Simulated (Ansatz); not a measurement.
Two structures of GeH5SF, closed shell, reached by relaxing down either side of one saddle point (PBE0-D4/def2-TZVP). Energies are electronic, without zero-point energy. Computed with Ansatz 0.2.0 (basis: def2-TZVPP and def2-QZVPP); correlated methods freeze the cores. Filled d shells of the heavier atoms are correlated. The def2 sets are not built for correlating such inner shells, so the correlated values are less sure here. Extrapolation: Hartree–Fock as exp(−7.88 √X), correlation as X^−2.97. First:

```xyz
8
angstrom
Ge -0.4913 0.0207 -1.3054
F 1.0745 -0.6070 -0.8352
H -0.4799 0.0030 -2.8396
H -0.5742 1.4396 -0.7359
H -1.5333 -0.9305 -0.7120
H 1.0291 -0.6431 1.4651
S 0.2049 -0.2488 2.4504
H 0.7703 0.9661 2.5125
```

Second:

```tsv
atom	x (Å)	y (Å)	z (Å)
Ge1	-0.9142	0.4172	-0.5260
F2	1.9724	-1.7850	-0.0953
H3	0.1858	0.5658	-1.5804
H4	-1.7810	1.6801	-0.4446
H5	-1.7679	-0.8307	-0.7582
H6	1.4585	-1.2690	0.4964
S7	0.0328	0.0648	1.4787
H8	0.8138	1.1570	1.4292
```

(1) Which bonds change from the first to the second?

(2) Give the saddle point's structure and its height above each. (To be estimated.)

T1 diagnostic: at most 0.013.

Results:

(1) GeH₃F ([F][GeH3]) + H₂S → GeH₄S ([SH][GeH3]) + HF; bonds formed: Ge1–S7, F2–H6; bonds broken: Ge1–F2, H6–S7.

(2) The calculation gives: 146.4 kJ/mol above the first and 152.2 kJ/mol above the second (CCSD(T) at an estimated basis limit (MP2 extrapolated from triple and quadruple zeta, plus CCSD(T) − MP2 in triple zeta)).
```
8
angstrom
Ge -0.5214 0.0896 -0.7338
F 1.2309 -0.9327 -0.4264
H 0.0364 0.1219 -2.1708
H -0.9575 1.5349 -0.4248
H -1.6206 -0.9622 -0.5887
H 1.0398 -0.7688 0.7035
S 0.0595 -0.1214 1.7916
H 0.7331 1.0388 1.8493
```

Exchanges of this kind with a chalcogen hydride build sulfide and selenide films.

Labels in which every atom is bracketed show which atoms are joined, not bond orders.

For scale, one of the runs: CCSD(T)/def2-TZVPP, 191 basis functions (an equivalent command: `ansatz run in.yaml --threads 4`). Hardware: 4 CPU threads, shared host. Wall time 81 s; peak host memory 2.1 GiB.
